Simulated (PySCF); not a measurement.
Bond length, frequency and bond energy of KH by level of theory

State: ¹Σ⁺ (singlet), closed shell. Set-up: basis K def2-TZVP, H def2-TZVP; no relativity; PySCF 2.14. De refers to K + H in their ground configurations, without counterpoise correction. A positive dipole means K(−)H(+).

```
      Level  Re (Å)  ωe (cm⁻¹)  De (eV)  μ (D)
        RHF   2.324        968     0.81  -9.02
    RHF-MP2   2.264       1005     1.30    n/a
RHF-SCS-MP2   2.271        999     1.43    n/a
   RHF-CCSD   2.280        968     1.50    n/a
RHF-CCSD(T)   2.278        967     1.51    n/a
        PBE   2.268        946     1.72  -7.13
       BP86   2.267        949     1.89  -7.39
     r²SCAN   2.280        960     1.77  -8.06
       PBE0   2.264        974     1.65  -7.82
        M06   2.269        985     2.04  -8.24
     M06-2X   2.265       1005     1.77  -8.23
```

Q: Which functional lies closest to RHF-CCSD(T) in De, which farthest, and by how much do they differ from it?

A: Closest is PBE0 (-1.4 pm in Re, +0.7 % in ωe, +0.14 eV in De against RHF-CCSD(T) in the same basis), farthest M06 (-0.9 pm in Re, +1.9 % in ωe, +0.53 eV in De). CCSD(T) converges more slowly with the basis than the functionals do and binds too weakly in this one, so the order can change at the basis-set limit.

Q: What does a quarter of exact exchange do here, going from PBE to PBE0?

A: PBE0 less PBE: -0.4 pm in Re, +3.0 % in ωe, -0.07 eV in De. Exact exchange removes part of the self-interaction that spreads semilocal densities, and in most molecules shortens and stiffens the bond and lowers De; so it does here.

Q: What does the step from GGA to meta-GGA do here, going from PBE to r²SCAN?

A: r²SCAN less PBE: +1.2 pm in Re, +1.5 % in ωe, +0.05 eV in De. 

Measured (Huber and Herzberg, Constants of Diatomic Molecules (1979)): Re = 2.2425 Å, ωe = 983.6 cm⁻¹.

Correlated steps freeze 5 core orbitals. Where the molecule has an RHF reference, its open-shell atoms are computed with UHF. The CCSD T1 diagnostic is raised, a sign that a single reference may not be enough here.

The whole job (state search and all levels along the bond) took about 1.1 min on 1 thread of Arm Neoverse N1 (shared host), peak memory 0.44 GiB.
